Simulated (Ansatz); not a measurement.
## Pb(NH2)2 in a box, plane waves

Ansatz 0.2.0, DFT PBE, spin-orbit coupling, plane waves, PAW, molecule in a box. The geometry was relaxed with Gaussian bases (B3LYP; Pb def2-SVP with ECP60, N def2-SVP, H def2-SVP).

```yaml
crystal:
  lattice:
    - [9.52, 0.0, 0.0]
    - [0.0, 11.48, 0.0]
    - [0.0, 0.0, 14.07]
  atoms:
    - { symbol: Pb, position: [0.50803361, 0.39198606, 0.500914] }
    - { symbol: "N", position: [0.47268908, 0.52103833, 0.61012793] }
    - { symbol: H, position: [0.48355882, 0.60844774, 0.60012651] }
    - { symbol: H, position: [0.48121113, 0.501723, 0.68050959] }
    - { symbol: "N", position: [0.52697164, 0.52104617, 0.38982374] }
    - { symbol: H, position: [0.51956303, 0.49946341, 0.31982942] }
    - { symbol: H, position: [0.50305147, 0.60677352, 0.39891969] }
basis:
  ecutwfc: 420
  ecutrho_ratio: 4
kpoints:
  mp_grid: { grid: [1, 1, 1] }
hamiltonian:
  xc: pbe
scf:
  occupations: { method: gaussian, width: 0.01 }
output:
  forces: true
  eigenvalues: true
  populations: true
  write_density: true
  write_potential: true
  elf: true
  volumetric_format: npy
magnetization:
  noncollinear: true
  spin_orbit: true
```

Command:
```sh
ansatz run input.yaml --threads 2 --pin off --max-ram 5120MiB --backend cpu --events-out ev --progress --plain --runs-dir out
```
It took 31 s on 2 threads of AMD EPYC (Zen 3) (shared host), peak memory 1.8 GiB.

How does the SCF go?


```
SCF iter   1: F=—  HF=-12783.630941 eV  |F-HF|=—  |Δ(HF+E_count)|=         —  Δρ=3.40e-2
preconditioner: auto → Resta (q_TF=auto, 1.399 Å⁻¹)  ε∞=1.1  [insulator: Δε(μ)=5.518 eV  Ē_g=11.418 eV  σ=0.010 eV  W_gap=1.00  n_
spin=Noncollinear: Resta preconditioning applied to the charge; magnetization (m_x, m_y, m_z) channels mix plain (no charge-respon
SCF iter   2: F=—  HF=-12776.771042 eV  |F-HF|=—  |Δ(HF+E_count)|=    6.86e0  Δρ=1.17e-2
SCF iter   3: F=—  HF=-12776.532534 eV  |F-HF|=—  |Δ(HF+E_count)|=   2.39e-1  Δρ=7.61e-3
...
SCF iter   6: F=—  HF=-12776.418709 eV  |F-HF|=—  |Δ(HF+E_count)|=   5.34e-5  Δρ=1.40e-4
SCF iter   7: F=—  HF=-12776.418674 eV  |F-HF|=—  |Δ(HF+E_count)|=   3.52e-5  Δρ=7.47e-5
SCF iter   8: F=—  HF=-12776.418665 eV  |F-HF|=—  |Δ(HF+E_count)|=   9.28e-6  Δρ=3.53e-5
SCF iter   9: F=—  HF=-12776.418711 eV  |F-HF|=—  |Δ(HF+E_count)|=   4.61e-5  Δρ=9.23e-6
SCF iter  10: F=-12776.418711 eV  HF=-12776.418711 eV  |F-HF|=7.74e-9  |Δ(HF+E_count)|=   2.59e-8  Δρ=1.56e-6
```

Which levels lie next to the highest filled one (eV, counted from it)?

Filled: -5.79, -5.79, -2.92, -2.92, -1.43, -1.43, -0.66, -0.66, 0.00, 0.00. Empty: 2.88, 2.88, 4.18, 4.18, 4.34, 4.34, 4.76, 4.76.

What forces are left at this geometry, relaxed with Gaussian bases (eV/Å)?


```
Pb  -0.02  0.30  0.00
N   -0.03 -0.09 -0.05
H    0.03 -0.03 -0.04
H    0.02 -0.03 -0.04
N    0.04 -0.09  0.06
H   -0.02 -0.03  0.04
H   -0.03 -0.02  0.04
```

The highest of the empty levels listed lie near the vacuum level and may be states of the box.

The forces come from the other functional as well as from the basis.
